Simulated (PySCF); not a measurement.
## Dipole polarisabilities along group 6, charge +1

Calculated with PySCF 2.14 for the ground configurations, without spin-orbit coupling: coupled response for Hartree-Fock and DFT. Mean α in bohr³, C₆ of like pairs in atomic units.

| species | α UHF | α PBE | α PBE0 | C₆ UHF | C₆ PBE | C₆ PBE0 |
| --- | --- | --- | --- | --- | --- | --- |
| Cr⁺ [Ar] 3d5 (aug-cc-pVDZ-DK, spin-free X2C) | 9.348 | 14.72 | 12.52 | 33.02 | 53.51 | 45.07 |
| Mo⁺ [Kr] 4d5 (aug-cc-pVDZ-PP with ECP28MDF, ECP) | 17.53 | 21.44 | 19.89 | 111.6 | 138.6 | 128.3 |
| W⁺ [Xe] 4f14 5d4 6s1 (aug-cc-pVDZ-PP with ECP60MDF, ECP) | 45.01 | 35.31 | 36.84 | 400.6 | 303.6 | 318.1 |

The values depend on the diffuse functions of the basis.
